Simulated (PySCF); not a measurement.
C₄H₅N₂O₃S (charge -1).
Atom-mapped SMILES: `[CH3:1][n:2]1[n:3][cH:4][cH:5][c:6]1[S:7](=[O:8])(=[O:9])[O-:10]`

Geometry (GFN2-xTB, Å), atoms numbered from 1 in this order:
```
atom  x, y, z in Å
C1    -0.951   -1.576   -0.102
N2     0.220   -0.770    0.062
N3     1.431   -1.297    0.249
C4     2.250   -0.258    0.346
C5     1.553    0.947    0.216
C6     0.238    0.569    0.035
S7    -1.322    1.425   -0.244
O8    -1.739    0.930   -1.553
O9    -1.011    2.844   -0.200
O10   -2.170    0.956    0.855
H11   -1.785   -1.039    0.353
H12   -0.784   -2.542    0.373
H13   -1.170   -1.712   -1.164
H14    3.301   -0.416    0.504
H15    1.935    1.946    0.249
```

NICS is the negative of the GIAO shielding at a point without a nucleus: at the ring centre (0) and 1 Å above and below it (1); zz is the component along the ring normal. Level: GIAO PBE0/pcSseg-1 (PySCF, non-relativistic, gas phase) on the GFN2-xTB geometry, one conformer.

Ring bond lengths (Å), with Mayer bond orders in brackets: N2–N3 1.333 (1.22), N3–C4 1.326 (1.51), C4–C5 1.398 (1.36), C5–C6 1.380 (1.36), C6–N2 1.339 (1.08).

**Question.** Give the NICS values of each ring in ppm.

**Answer.** 
```json
{"ring": "N2–N3–C4–C5–C6", "type": "5-membered ring with 2 N; formal bonds all aromatic", "NICS(0)": "-13.8", "NICS(1), two faces": "-11.9 / -12.0", "NICS(1)zz, two faces": "-29.6 / -29.9", "rms pucker (Å)": "0.00", "centre to ring atoms, mean (Å)": "1.15"}
```

**Question.** What can be read from them?

**Answer.** 
- N2–N3–C4–C5–C6: mean NICS(1)zz -29.8 ppm, shielded. The ring is flat and has no four-coordinate atom; by the NICS criterion it is aromatic.

**Question.** And the bond-length index? HOMA = 1 − mean of α(R − Ropt)² over the ring bonds, with Krygowski's 1993 parameters (CC: Ropt 1.388 Å, α 257.7 Å⁻²; CN: Ropt 1.334 Å, α 93.52 Å⁻²; NN: Ropt 1.309 Å, α 130.33 Å⁻²).

**Answer.** 
- N2–N3–C4–C5–C6: HOMA 0.97; the largest term is that of N2–N3, α(R − Ropt)² = 0.08. The geometric and the magnetic index point the same way.

**Question.** At the first NICS(1) probe listed for ring N2–N3–C4–C5–C6, 1 Å off the ring, what do the in-plane components average?

**Answer.** The isotropic value is a third of the trace: (3 × -11.9 − (-29.6))/2 = -3.1 ppm.

**Question.** List the ring angles and the Hirshfeld charges of the ring atoms.

**Answer.** 
- N2–N3–C4–C5–C6: N2 112.7° (+0.041 e), N3 105.2° (-0.183 e), C4 111.1° (-0.063 e), C5 104.5° (-0.124 e), C6 106.5° (-0.011 e); sum 540.0° against 540° for a flat convex ring.

**Question.** How shielded are the nuclei of the rings and their hydrogens (means over atoms taken as equivalent)?

**Answer.** 
```csv
atoms,environment,σ isotropic (ppm)
N2,pyrrole-type nitrogen,37.9
N3,pyridine-type nitrogen,-69.2
C4,aromatic CH next to a ring nitrogen,50.5
C5,aromatic CH carbon,83.2
C6,substituted aromatic carbon,29.1
H14,aromatic hydrogen,24.82
H15,aromatic hydrogen,25.77
```
